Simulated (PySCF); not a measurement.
C₃H₁₄Ge₂OSi.
Structure used (PBE0-D3(BJ)/def2-SVP), in Å, numbered top down from 1:
```xyz
21
C3H14Ge2OSi angstrom
C     -1.813   -1.323    0.564
C     -1.390   -0.183   -0.348
C     -2.565    0.669   -0.788
O     -0.466    0.678    0.286
Ge     1.181    0.130    0.748
Si     2.392    2.169    0.957
Ge     2.041   -1.378   -0.960
H     -2.550   -1.974    0.069
H     -0.954   -1.951    0.850
H     -2.263   -0.922    1.486
H     -0.922   -0.621   -1.257
H     -2.219    1.488   -1.434
H     -3.058    1.112    0.092
H     -3.305    0.070   -1.341
H      1.110   -0.620    2.103
H      2.433    2.867   -0.364
H      3.792    1.870    1.390
H      1.744    3.054    1.970
H      1.847   -0.773   -2.363
H      3.550   -1.591   -0.727
H      1.344   -2.751   -0.914
```

Computed with PBE0-D3(BJ)/def2-SVP geometry optimisation, gas phase (PySCF 2.14.0).

Masses are those of the commonest isotopes; rigid-rotor values at the optimised geometry. The values belong to one conformer with, in the numbering `[CH3:1][CH:2]([CH3:3])[O:4][Ge@H:5]([SiH3:6])[GeH3:7]`, C1–C2–O4–Ge5 66°, C2–O4–Ge5–Si6 159°.

(1) What are A, B and C (GHz)?

(2) Classify the top.

(3) Is it planar, by Δ = Ic − Ia − Ib?

(4) Give the other two planar moments, Paa and Pbb, and the rms extents of the mass along the axes.

(5) List the rotational levels J(Ka,Kc) to J = 2 (cm⁻¹).

(6) Predict some low-J microwave lines.

(7) Estimate the classical rotational partition function at 10 K, 50 K and 500 K.

## Answers

(1) Ia = 522.70, Ib = 660.73, Ic = 1024.53 u·Å²; 505379 MHz·u·Å²/I gives 966.9, 764.9 and 493.3 MHz, that is A = 0.9669, B = 0.7649, C = 0.4933 GHz.

(2) An asymmetric top; Ray's κ = 0.147.

(3) Not planar: Δ = Ic − Ia − Ib = -158.90 u·Å². For a rigid frame Δ = −2 Σ m c², so Σ m c² = 79.45 u·Å² lies off the ab plane: 24.56 from hydrogen and 54.89 from heavier atoms. The atom farthest from that plane is 2.08 Å away.

(4) Paa = Σ m a² = (Ib + Ic − Ia)/2 = 581.28 and Pbb = Σ m b² = (Ia + Ic − Ib)/2 = 443.25 u·Å². With the mass M = 241.92 u, the rms extents √(P/M) along a, b and c are 1.55, 1.35, 0.57 Å.

(5) Above 0(0,0):
J = 1: 1(0,1) 0.0420, 1(1,1) 0.0487, 1(1,0) 0.0578
J = 2: 2(0,2) 0.1210, 2(1,2) 0.1236, 2(1,1) 0.1508, 2(2,1) 0.1710, 2(2,0) 0.1759
The levels of one J sum to (2J + 1)J(J + 1)(A + B + C)/3.

(6) The dipole components are |μa| = 0.04 D, |μb| = 0.82 D, |μc| = 0.29 D. The squared components, which scale the intensities, stand as 0.00 : 1.00 : 0.13 (a : b : c). Some lines, for components of 0.1 D or more:

```csv
type,branch,"J(Ka,Kc)",MHz,lower level (cm⁻¹)
b,Q,"1(1,0) ← 1(0,1)",474,0.042
c,Q,"3(3,1) ← 3(2,1)",1191,0.316
b,Q,"3(3,1) ← 3(2,2)",1766,0.297
c,R,"2(1,1) ← 1(0,1)",3262,0.042
b,R,"3(0,3) ← 2(1,2)",3270,0.124
c,R,"2(2,0) ← 1(1,0)",3542,0.058
c,R,"2(2,1) ← 1(1,1)",3665,0.049
c,R,"3(1,2) ← 2(0,2)",4938,0.121
c,R,"3(2,2) ← 2(1,2)",5195,0.124
b,R,"3(3,0) ← 2(2,1)",5600,0.171
```

(7) Point group C1, symmetry number σ = 1; q = (√π/σ)·√((kT/h)³/(ABC)), k/h = 20836.6 MHz/K: 8830 at 10 K, 98700 at 50 K, 3120000 at 500 K.

Stationary, but not proved a minimum. These are rigid-rotor constants of the computed structure; measured ground-state constants (B0) also hold zero-point vibration. A rigid rotor knows nothing of internal rotation, which can split or shift real lines.

The run took 8.0 min on Arm Neoverse V2, one thread, shared host with 192 logical CPUs at a one-minute load of 91, and the process peaked at 1.2 GiB of memory. These figures are those of the optimisation.
